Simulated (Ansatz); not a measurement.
**Nudged elastic band run: Cl₃F₂H₄SiTa**

Input file:

```yaml
crystal:
  periodic: [false, false, false]
  atoms:
    - { symbol: Ta, position_ang: [-0.186606, 0.502956, -0.008821] }
    - { symbol: F, position_ang: [1.606561, 0.999183, -0.152414] }
    - { symbol: F, position_ang: [0.363828, -0.397846, 1.5298] }
    - { symbol: Cl, position_ang: [-0.296455, 0.756549, -2.326954] }
    - { symbol: Cl, position_ang: [-1.180565, 2.371402, 0.802889] }
    - { symbol: Cl, position_ang: [-1.916951, -1.063657, -0.126141] }
    - { symbol: Si, position_ang: [1.528387, -3.007661, -1.392284] }
    - { symbol: H, position_ang: [1.148925, -4.059578, -0.427794] }
    - { symbol: H, position_ang: [0.761217, -3.144956, -2.646864] }
    - { symbol: H, position_ang: [2.980552, -3.040223, -1.660816] }
    - { symbol: H, position_ang: [1.202508, -1.68687, -0.7915] }
basis:
  gaussian: { orbitals: def2-SVP }
hamiltonian:
  xc: hf
neb:
  order_check: false
  images: 5
  f_tol: 0.05
  max_iterations: 60
  final_atoms:
    - { symbol: Ta, position_ang: [-0.39440208, -0.48373808, -0.40355422] }
    - { symbol: F, position_ang: [2.08786815, -0.07956767, -0.07470364] }
    - { symbol: F, position_ang: [-0.12350861, -1.25753671, 1.28623213] }
    - { symbol: Cl, position_ang: [-0.13513535, 0.27787052, -2.61294158] }
    - { symbol: Cl, position_ang: [-0.04652552, 1.70578631, 0.50789536] }
    - { symbol: Cl, position_ang: [-2.5310317, -1.25687805, -0.6157647] }
    - { symbol: Si, position_ang: [1.06384544, -2.56918394, -1.28582814] }
    - { symbol: H, position_ang: [1.55014681, -3.33421695, -0.11606592] }
    - { symbol: H, position_ang: [0.14455961, -3.40477119, -2.0963633] }
    - { symbol: H, position_ang: [2.19693323, -2.10458033, -2.11199996] }
    - { symbol: H, position_ang: [2.19865105, 0.73611509, 0.32219499] }
  initial_path:
    images:
      - { positions_ang: [[-0.186606, 0.502956, -0.008821], [1.606561, 0.999183, -0.152414], [0.363828, -0.397846, 1.5298], [-0.296455, 0.756549, -2.326954], [-1.180565, 2.371402, 0.802889], [-1.916951, -1.063657, -0.126141], [1.528387, -3.007661, -1.392284], [1.148925, -4.059578, -0.427794], [0.761217, -3.144956, -2.646864], [2.980552, -3.040223, -1.660816], [1.202508, -1.68687, -0.7915]] }
      - { positions_ang: [[-0.12428624, 0.33252972, -0.001313], [1.83108633, 0.66871519, -0.10602923], [0.25030829, -0.272341, 1.6677077], [-0.20729464, 0.50714098, -2.3699916], [-1.20353141, 2.28821904, 0.5495602], [-1.68449896, -1.42775234, -0.07952301], [1.319821, -2.79008467, -1.37807398], [0.96438204, -3.88445871, -0.46708854], [0.58380604, -2.91594775, -2.64483245], [2.76875517, -2.78425705, -1.62702525], [1.51285338, -1.4924644, -0.74428984]] }
      - { positions_ang: [[-0.06196648, 0.16210345, 0.00619499], [2.05561166, 0.33824738, -0.05964446], [0.13678858, -0.146836, 1.8056154], [-0.11813428, 0.25773295, -2.41302919], [-1.22649783, 2.20503608, 0.2962314], [-1.45204691, -1.79184768, -0.03290503], [1.111255, -2.57250834, -1.36386397], [0.77983908, -3.70933943, -0.50638307], [0.40639508, -2.6869395, -2.64280091], [2.55695834, -2.52829111, -1.59323449], [1.82319876, -1.29805881, -0.69707968]] }
      - { positions_ang: [[0.00035328, -0.00832283, 0.01370299], [2.28013699, 0.00777956, -0.01325969], [0.02326888, -0.02133099, 1.9435231], [-0.02897392, 0.00832493, -2.45606679], [-1.24946424, 2.12185311, 0.0429026], [-1.21959487, -2.15594302, 0.01371296], [0.902689, -2.35493201, -1.34965395], [0.59529612, -3.53422014, -0.54567761], [0.22898412, -2.45793125, -2.64076936], [2.34516152, -2.27232516, -1.55944374], [2.13354414, -1.10365321, -0.64986952]] }
      - { positions_ang: [[-0.13123184, -0.16679458, -0.12538275], [2.21604737, -0.02133618, -0.03374101], [-0.02565695, -0.43339957, 1.72442611], [-0.06436107, 0.09817346, -2.50835839], [-0.84848467, 1.98316418, 0.19790019], [-1.65674048, -1.8562547, -0.19611293], [0.95640781, -2.42634932, -1.32837868], [0.91357968, -3.46755241, -0.40247371], [0.20084261, -2.77354456, -2.45930067], [2.29575209, -2.21641022, -1.74362914], [2.15524644, -0.49039711, -0.32584801]] }
      - { positions_ang: [[-0.26281696, -0.32526633, -0.26446849], [2.15195776, -0.05045192, -0.05422232], [-0.07458278, -0.84546814, 1.50532912], [-0.09974821, 0.18802199, -2.56064999], [-0.4475051, 1.84447524, 0.35289777], [-2.09388609, -1.55656638, -0.40593882], [1.01012663, -2.49776663, -1.30710341], [1.23186324, -3.40088468, -0.25926982], [0.17270111, -3.08915787, -2.27783199], [2.24634266, -2.16049527, -1.92781455], [2.17694874, 0.12285899, -0.00182651]] }
      - { positions_ang: [[-0.39440208, -0.48373808, -0.40355422], [2.08786815, -0.07956767, -0.07470364], [-0.12350861, -1.25753671, 1.28623213], [-0.13513535, 0.27787052, -2.61294158], [-0.04652552, 1.70578631, 0.50789536], [-2.5310317, -1.25687805, -0.6157647], [1.06384544, -2.56918394, -1.28582814], [1.55014681, -3.33421695, -0.11606592], [0.14455961, -3.40477119, -2.0963633], [2.19693323, -2.10458033, -2.11199996], [2.19865105, 0.73611509, 0.32219499]] }
```

Run as:

```bash
$ ansatz run input.yaml --threads 4 --pin off --max-ram 5120MiB --backend cpu --events-out ev --progress --plain --runs-dir out
```

Output, in part (warnings, iteration lines, the closing report on the highest movable image, with atoms numbered from 0):

```
NEB end point (image 0): max|allowed force component| = 2.965e-2 eV/Å (the criterion of neb.relax_end_points is 1.000e-2)
NEB end point (image 6): max|allowed force component| = 2.474e-2 eV/Å (the criterion of neb.relax_end_points is 1.000e-2)
NEB iter   1: max|band force component| = 2.742e3 eV/Å  barrier→ = 299.8609 eV  barrier← = 298.2732 eV  Δτ_max = 0.1994 Å  (387 SCF iters)
NEB iter   2: max|band force component| = 1.009e3 eV/Å  barrier→ = 135.9553 eV  barrier← = 134.3677 eV  Δτ_max = 0.2000 Å  (234 SCF iters)
NEB iter   3: max|band force component| = 6.379e2 eV/Å  barrier→ = 84.0319 eV  barrier← = 82.4443 eV  Δτ_max = 0.1979 Å  (229 SCF iters)
NEB iter   4: max|band force component| = 2.296e2 eV/Å  barrier→ = 40.7163 eV  barrier← = 39.1286 eV  Δτ_max = 0.1803 Å  (231 SCF iters)
NEB iter   5: max|band force component| = 1.458e2 eV/Å  barrier→ = 21.7802 eV  barrier← = 20.1925 eV  Δτ_max = 0.1982 Å  (219 SCF iters)
NEB iter   6: max|band force component| = 6.872e1 eV/Å  barrier→ = 14.9319 eV  barrier← = 13.3443 eV  Δτ_max = 0.2000 Å  (228 SCF iters)
NEB iter   7: max|band force component| = 5.491e1 eV/Å  barrier→ = 9.9119 eV  barrier← = 8.3243 eV  Δτ_max = 0.1973 Å  (218 SCF iters)
NEB iter   8: max|band force component| = 4.721e1 eV/Å  barrier→ = 11.0494 eV  barrier← = 9.4617 eV  Δτ_max = 0.1008 Å  (229 SCF iters)
NEB iter   9: max|band force component| = 3.422e1 eV/Å  barrier→ = 8.6296 eV  barrier← = 7.0419 eV  Δτ_max = 0.0998 Å  (219 SCF iters)
NEB iter  10: max|band force component| = 2.079e1 eV/Å  barrier→ = 6.4943 eV  barrier← = 4.9067 eV  Δτ_max = 0.1987 Å  (224 SCF iters)
NEB iter  11: max|band force component| = 1.004e1 eV/Å  barrier→ = 4.6470 eV  barrier← = 3.0594 eV  Δτ_max = 0.1945 Å  (225 SCF iters)
NEB iter  12: max|band force component| = 5.820e0 eV/Å  barrier→ = 4.3725 eV  barrier← = 2.7849 eV  Δτ_max = 0.0996 Å  (223 SCF iters)
NEB iter  13: max|band force component| = 4.474e0 eV/Å  barrier→ = 3.0750 eV  barrier← = 1.4874 eV  Δτ_max = 0.0998 Å  (218 SCF iters)
NEB iter  14: max|band force component| = 3.614e0 eV/Å  barrier→ = 2.5170 eV  barrier← = 0.9294 eV  Δτ_max = 0.1000 Å  (216 SCF iters)
NEB iter  15: max|band force component| = 1.987e0 eV/Å  barrier→ = 2.3089 eV  barrier← = 0.7212 eV  Δτ_max = 0.0983 Å  (211 SCF iters)
NEB iter  16: max|band force component| = 8.600e-1 eV/Å  barrier→ = 2.1861 eV  barrier← = 0.5985 eV  Δτ_max = 0.2000 Å  (214 SCF iters)
NEB iter  17: max|band force component| = 5.585e-1 eV/Å  barrier→ = 2.0489 eV  barrier← = 0.4613 eV  Δτ_max = 0.2000 Å  (218 SCF iters)
NEB iter  18: max|band force component| = 5.443e-1 eV/Å  barrier→ = 1.9457 eV  barrier← = 0.3581 eV  CI = image 3  Δτ_max = 0.2000 Å  (217 SCF iters)
NEB iter  19: max|band force component| = 3.389e0 eV/Å  barrier→ = 2.6732 eV  barrier← = 1.0856 eV  CI = image 3  Δτ_max = 0.1015 Å  (222 SCF iters)
NEB iter  20: max|band force component| = 3.104e0 eV/Å  barrier→ = 2.6710 eV  barrier← = 1.0834 eV  CI = image 3  Δτ_max = 0.2000 Å  (214 SCF iters)
NEB iter  21: max|band force component| = 2.516e0 eV/Å  barrier→ = 2.6351 eV  barrier← = 1.0474 eV  CI = image 3  Δτ_max = 0.2000 Å  (210 SCF iters)
NEB iter  22: max|band force component| = 1.517e0 eV/Å  barrier→ = 2.6448 eV  barrier← = 1.0571 eV  CI = image 3  Δτ_max = 0.2000 Å  (209 SCF iters)
NEB iter  23: max|band force component| = 2.223e0 eV/Å  barrier→ = 2.8545 eV  barrier← = 1.2669 eV  CI = image 3  Δτ_max = 0.0991 Å  (216 SCF iters)
NEB iter  24: max|band force component| = 1.116e0 eV/Å  barrier→ = 2.6729 eV  barrier← = 1.0852 eV  CI = image 3  Δτ_max = 0.0987 Å  (208 SCF iters)
NEB iter  25: max|band force component| = 1.107e0 eV/Å  barrier→ = 2.5898 eV  barrier← = 1.0021 eV  CI = image 3  Δτ_max = 0.0986 Å  (210 SCF iters)
NEB iter  26: max|band force component| = 5.420e-1 eV/Å  barrier→ = 2.5350 eV  barrier← = 0.9474 eV  CI = image 3  Δτ_max = 0.1267 Å  (212 SCF iters)
NEB iter  27: max|band force component| = 2.117e-1 eV/Å  barrier→ = 2.5390 eV  barrier← = 0.9513 eV  CI = image 3  Δτ_max = 0.0413 Å  (213 SCF iters)
NEB iter  28: max|band force component| = 8.270e-2 eV/Å  barrier→ = 2.5338 eV  barrier← = 0.9462 eV  CI = image 3  Δτ_max = 0.0929 Å  (217 SCF iters)
NEB iter  29: max|band force component| = 6.578e-2 eV/Å  barrier→ = 2.5310 eV  barrier← = 0.9433 eV  CI = image 3  Δτ_max = 0.1034 Å  (217 SCF iters)
NEB iter  30: max|band force component| = 7.278e-2 eV/Å  barrier→ = 2.5293 eV  barrier← = 0.9416 eV  CI = image 3  Δτ_max = 0.0525 Å  (213 SCF iters)
NEB iter  31: max|band force component| = 8.230e-2 eV/Å  barrier→ = 2.5285 eV  barrier← = 0.9408 eV  CI = image 3  Δτ_max = 0.0262 Å  (214 SCF iters)
NEB iter  32: max|band force component| = 8.938e-2 eV/Å  barrier→ = 2.5270 eV  barrier← = 0.9394 eV  CI = image 3  Δτ_max = 0.0131 Å  (215 SCF iters)
NEB iter  33: max|band force component| = 6.421e-2 eV/Å  barrier→ = 2.5266 eV  barrier← = 0.9389 eV  CI = image 3  Δτ_max = 0.0262 Å  (218 SCF iters)
NEB iter  34: max|band force component| = 3.544e-2 eV/Å  barrier→ = 2.5260 eV  barrier← = 0.9384 eV  CI = image 3  Δτ_max = 0.0000 Å  (433 SCF iters)
Total energy: -52369.04755577 eV, -1924.5270006593 hartree
Atom 0 at    -0.299399    -0.193368    -0.216785 Å, force     0.012481    -0.034609    -0.019481 eV/Å
Atom 1 at     1.745729     0.068045    -0.460013 Å, force    -0.003111     0.018469     0.003725 eV/Å
Atom 2 at     0.213798    -0.951302     1.425188 Å, force    -0.003753     0.000478     0.014828 eV/Å
Atom 3 at    -0.515607     0.333929    -2.503975 Å, force     0.007082    -0.001508    -0.001437 eV/Å
Atom 4 at    -0.386011     2.000458     0.584854 Å, force     0.005803    -0.002280     0.003739 eV/Å
Atom 5 at    -2.410132    -1.098880    -0.052128 Å, force    -0.003324     0.003528     0.004320 eV/Å
Atom 6 at     0.907722    -2.489854    -1.144218 Å, force     0.002135     0.035717    -0.003524 eV/Å
Atom 7 at     1.213037    -3.636168    -0.262142 Å, force     0.003512     0.005167     0.006075 eV/Å
Atom 8 at     0.897439    -2.936972    -2.551724 Å, force     0.003946    -0.006471    -0.001662 eV/Å
Atom 9 at     2.444046    -1.861616    -1.160856 Å, force    -0.010449    -0.021798    -0.009747 eV/Å
Atom 10 at     2.200779    -1.004973    -0.859101 Å, force    -0.014323     0.003306     0.003165 eV/Å
Dipole moment:     0.337968    -0.684718    -0.262459 e Å
```

The run converged. Neighbouring images differ by up to 1.4 eV, so the band resolves the path poorly. A vibrational analysis at the climbing image gives one clearly imaginary mode, 1238i cm⁻¹: a first-order saddle point. The orbitals stay closed-shell, which can raise the energy where a bond breaks towards radicals; this wasn't checked here.

Final band (atoms are numbered from 1 in the order of the input):

```
image  path coordinate (Å)  energy (eV)  Si7–H11 (Å)  Ta1–Si7 (Å)  F2–H11 (Å)
    0                 0.00         0.00         1.49         4.14        2.79
    1                 1.24         0.01         1.49         3.72        2.52
    2                 2.48         1.41         1.47         3.23        1.77
    3                 3.73         2.53         1.99         2.76        1.23
    4                 4.94         1.75         2.81         2.71        0.91
    5                 6.16         1.68         3.77         2.70        0.91
    6                 7.38         1.59         3.85         2.69        0.91
```

The run took 7.3 min on 4 threads of Arm Neoverse V1, on a shared host, peak memory 0.48 GiB.
